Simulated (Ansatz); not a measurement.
Consider the formal exchange of groups at the Se–As bond: `C[Se][AsH2]` + `[OH][GeH3]` → `C[Se][GeH2][OH]` + `[AsH3]`.

Isolated molecules relaxed with PBE0-D4/def2-TZVP in Ansatz; ΔE leaves out vibrations. CBS: MP2 limit from def2 TZ/QZ plus the TZ coupled-cluster correction, frozen cores. DFT in def2-TZVPP. For As, Ge, Se outer-core shells are correlated without core-valence functions, which leaves a few kJ/mol of doubt a bond. Scalar relativity is left out up to krypton. One conformer a species, not always the lowest.

`C[Se][AsH2]`:

```xyz
8

C    -0.565    1.068    0.884
Se   -0.396   -0.864    0.659
As    0.847   -0.789   -1.359
H    -1.139    1.215    1.798
H     0.416    1.526    0.994
H    -1.101    1.504    0.044
H     1.902   -1.803   -0.937
H     0.037   -1.856   -2.083
```

`[OH][GeH3]`:

Cartesian coordinates in Å:
```
O 0.833 0.174 1.076
Ge -0.387 -0.032 -0.207
H 1.731 0.113 0.745
H -1.727 0.099 0.521
H -0.233 -1.419 -0.860
H -0.216 1.065 -1.276
```

`C[Se][GeH2][OH]`:

Z-matrix (Å, degrees):
```
C
Se 1 1.958
H 1 1.088 2 110.2
H 1 1.088 2 110.1 3 -122.3
H 1 1.089 2 106.4 3 118.9
Ge 2 2.339 1 96.2 3 67.2
O 6 1.783 2 110.2 1 62.0
H 6 1.539 2 106.8 1 -177.0
H 6 1.534 2 112.1 1 -52.0
H 7 0.961 6 111.8 2 53.9
```

`[AsH3]`:

Z-matrix (Å, degrees):
```
As
H 1 1.522
H 1 1.522 2 92.0
H 1 1.522 2 92.0 3 -92.1
```

| level | ΔE (kJ/mol) |
| --- | --- |
| PBE-D4 | -35.2 |
| CCSD(T)/def2-TZVPP | -39.3 |

(1) What does CCSD(T)/CBS give? (Best estimate.)

Largest T1 diagnostic among the species: 0.011.

Results:

(1) The calculation gave: -37.5 kJ/mol. The listed levels differ from it by 2.3, -1.8 kJ/mol.

In def2-TZVPP, CCSD(T) changes the Hartree–Fock value by −6.1 kJ/mol (the triples alone add −0.5 kJ/mol) and MP2 by −5.8 kJ/mol.
